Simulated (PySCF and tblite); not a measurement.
C9H14O, numbered as in [CH3:1][C:2]1=[CH:3][C:4](=[O:5])[CH2:6][C:7]([CH3:8])([CH3:9])[CH2:10]1.

The ensemble was built from 60 distance-geometry starts (ETKDG and KDG, MMFF94s, GFN2-xTB) and rests on GFN2-xTB geometries. Energies: PBE0-D3(BJ)/pcSseg-1 (IEF-PCM, chloroform), with GFN2-xTB thermal terms (modes under about 100 cm⁻¹ blended into free rotors). Symmetry numbers and mirror images are counted. Conformers within 1 kcal/mol (GFN2-xTB free energy) were kept, 9 at most. GIAO shieldings: PBE0/pcSseg-1 (IEF-PCM, chloroform). Shifts are against TMS (¹H), TMS (¹³C) at the same level. Programs: PySCF with density fitting and tblite.

The 6-ring runs over atoms 2–3–4–6–7–10. Of a mirror pair one member is shown.

| conformer | shape | weight % | dipole D |
| --- | --- | --- | --- |
| 1 | 6-ring envelope (ring torsions -6, 35, -56, 50, -24, 0°) | 100.0 | 5.51 |

Q: How do the computed shifts compare with measured ones?

A: 
```csv
nucleus,signal,leading conformer,average,measured,medium
¹H,H1,2.17,2.17,1.94,CDCl3
¹H,H10,2.21,2.21,2.17,CDCl3
¹H,H3,6.13,6.13,5.88,CDCl3
¹H,H6,2.15,2.15,2.2,CDCl3
¹H,H8/H9,1.03,1.03,1.04,CDCl3
¹³C,C1,28.8,28.8,24.6,CDCl3
¹³C,C10,48.8,48.8,45.3,CDCl3
¹³C,C2,174.5,174.5,160.3,CDCl3
¹³C,C3,131.8,131.8,125.6,CDCl3
¹³C,C4,206.3,206.3,199.9,CDCl3
¹³C,C6,55.2,55.2,50.8,CDCl3
¹³C,C7,37.7,37.7,33.6,CDCl3
¹³C,C8/C9,29.5,29.5,28.3,CDCl3
```

Measured values: Stadelmann, Balmer, Riniker, Ebert, PCCP 2022. Mean difference for ¹H: 0.09 ppm, scatter 0.12 ppm. Mean difference for ¹³C: 5.53 ppm, scatter 3.61 ppm. The computed shifts are unscaled and lack vibrational corrections.
